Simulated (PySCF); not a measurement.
H₂O₂Sn, SMILES [OH][Sn][OH] (connectivity only; charge and spin as stated), neutral, multiplicity 1.

Coordinates come from a B3LYP-D3(BJ)/def2-TZVP optimisation. The def2 effective core potentials stand for the cores of Sn; spin–orbit coupling is left out. Other conformers were not sampled.

Computed with C-PCM-B3LYP/def2-SVP (PySCF).

The values are the electrostatic part of the solvation free energy, E(continuum) − E(gas) at the gas-phase geometry, in a cavity of scaled van der Waals radii (PySCF's table); cavitation and dispersion terms are not included. A continuum can't describe solvent molecules that bind to the metal. In vacuum the orbital gap is 5.10 eV. The dipole moment in vacuum is 2.41 D.

Computed values in water (ε = 78.36), n-hexane (ε = 1.88), acetonitrile (ε = 35.69):
```json
[
 {"solvent": "water", "ε": "78.36", "ΔG(elec) (kcal/mol)": "-7.3", "dipole (D)": "3.10", "gap (eV)": "5.21"},
 {"solvent": "n-hexane", "ε": "1.88", "ΔG(elec) (kcal/mol)": "-3.3", "dipole (D)": "2.70", "gap (eV)": "5.15"},
 {"solvent": "acetonitrile", "ε": "35.69", "ΔG(elec) (kcal/mol)": "-7.2", "dipole (D)": "3.08", "gap (eV)": "5.21"}
]
```
